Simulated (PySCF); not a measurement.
**H2GaO2, SMILES `[OH][Ga][OH]` (H–O–Ga–O torsion -180°, O–Ga–O–H torsion 0°) (charge 0, multiplicity 2)**

All values below come from PySCF 2.14.0 with PBE0-D4/def2-TZVP.

```yaml
highest_occupied_spin_orbital: -6.59 eV
dipole_moment: 1.84 D
total_energy: -56495.89 eV
cost: around 100 core-seconds (rough)
```

```xyz
5

O      1.1945    -0.3927     0.4538
Ga     0.0050     0.8819    -0.0110
O     -1.6111     0.2679    -0.4936
H      2.0585    -0.0638     0.7121
H     -1.6470    -0.6933    -0.4439
```
Charge 0, spin multiplicity 2.
